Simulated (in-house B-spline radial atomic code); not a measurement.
Results of a calculation; reference values are marked as such.
Making a Troullier-Martins s channel for Li, r_c = 3.11 bohr

Li, [He] 2s1, non-relativistic PBE, spherical and spin-unpolarised, from a B-spline radial code for spherical atoms (atomic units). The all-electron 2s level is ε = -0.105617 hartree, its outermost node lies just inside 0.85 bohr and its outer maximum at 3.11 bohr.

Inside r_c the pseudo-orbital is u(r) = r^1 exp(p(r)), with p = c0 + c2 r² + c4 r⁴ + … + c12 r¹². The seven coefficients follow from p and its first four derivatives at r_c, from zero curvature of the screened potential at the origin, c4 = −c2²/(2l + 5), and from the norm inside r_c. At r_c the all-electron orbital has P = 0.5193239, P' = 0.002988611, the screened potential V = -0.2338546, V' = 0.09504206, V'' = -0.05181568, and the norm inside is Q = 0.3576313.

Task: What are p, p' and p'' at r_c?

Result: p = ln(P/r_c^1) = ln(0.5193239/3.11) = -1.78985. p' = P'/P − 1/r_c = 0.00575 − 0.32154 = -0.31579. The radial equation gives p'' = 2(V − ε) − 2(1) p'/r_c − p'² = -0.25648 − (-0.20308) − 0.09972 = -0.15312. Differentiating, p''' = 2V' + 2(1)p'/r_c² − 2(1)p''/r_c − 2p'p'' = 0.12655, and p'''' = 2V'' − 4(1)p'/r_c³ + 4(1)p''/r_c² − 2(1)p'''/r_c − 2p''² − 2p'p''' = -0.17331.

For a trial c2 the five matching conditions are linear in c0, c6, c8, c10 and c12, and c2 is varied until the norm inside r_c equals Q. The root nearest zero gives:

```json
{"n": "0", "c_n": "-1.839039"}
{"n": "2", "c_n": "0.1038746"}
{"n": "4", "c_n": "-0.002157989"}
{"n": "6", "c_n": "-0.004094707"}
{"n": "8", "c_n": "0.0006181866"}
{"n": "10", "c_n": "-3.703614e-05"}
{"n": "12", "c_n": "8.25981e-07"}
```

Task: Check c4 and p(r_c), and find the screened pseudopotential at the origin.

Result: −c2²/5 = -0.00215799, as listed. The terms c_n r_c^n are -1.83904, 1.00469, -0.20188, -3.70497, 5.41007, -3.13494, 0.67623, which sum to -1.78985. Inverting the radial equation, V_l(r) = ε + 1 p'/r + (p'' + p'²)/2, so V_l(0) = ε + (2l + 3) c2 = -0.105617 + 3 × (0.103875) = 0.2060 hartree, finite where the all-electron potential diverges.

Orbitals and screened potentials:

```csv
r (bohr),P,u,V all-electron,V pseudo
0.311,-0.1882,0.04994,-6.621,0.2052
0.778,-0.02666,0.1315,-1.733,0.1776
1.244,0.1841,0.2283,-0.8388,0.05589
1.711,0.342,0.3392,-0.4651,-0.1642
2.177,0.4451,0.4402,-0.3548,-0.3312
2.644,0.5018,0.5013,-0.2846,-0.3094
3.11,0.5193,0.5193,-0.2339,-0.2339
```

Logarithmic derivatives P'/P at R = 3.41 bohr, for energies E around ε:

```tsv
E − ε (hartree)	all-electron	pseudo
-0.5	0.855072	0.851906
-0.25	0.511945	0.509874
-0.1	0.21547	0.21475
0	-0.0633855	-0.0634404
0.1	-0.479673	-0.482351
0.25	-1.95008	-2.03827
0.5	4.42005	3.45684
```

Task: With P(R) = 0.5146803 and a norm of 0.4380952 inside R, what slope in energy does norm conservation fix?

Result: d(P'/P)/dE = −2 × (norm inside R)/P(R)² = -3.3077 per hartree·bohr at E = ε, for both atoms, since orbital and norm agree at R. Differences over ±0.1 hartree give -3.4757 (all-electron) and -3.4855 (pseudo), which also hold third-order terms. Half a hartree below ε the two curves differ by -0.0032.
